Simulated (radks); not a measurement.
Spherical jellium clusters: N electrons in a uniform positive sphere of charge N and radius rs N^(1/3), rs = 5.57 bohr. Calculated with a radial shooting solver with Libxc functionals: non-relativistic Kohn-Sham, PBE, spin-polarised, spherical densities. Levels are named by radial order and angular momentum (1s, 1p, 1d, 2s, ...), and open shells are averaged over m.

N = 4, configuration 1s2 1p(up 2, down 0). This is the lowest configuration that the search found. Occupied levels:

level,occupation,eigenvalue (eV),<r> (bohr)
1s up,1,-3.0921,6.372
1s down,1,-2.7242,5.659
1p up,2,-2.2249,7.513

Energy (eV): total -6.38069, kinetic 4.3744, external -58.228, Hartree 28.879, exchange-correlation -10.951, background 29.545.
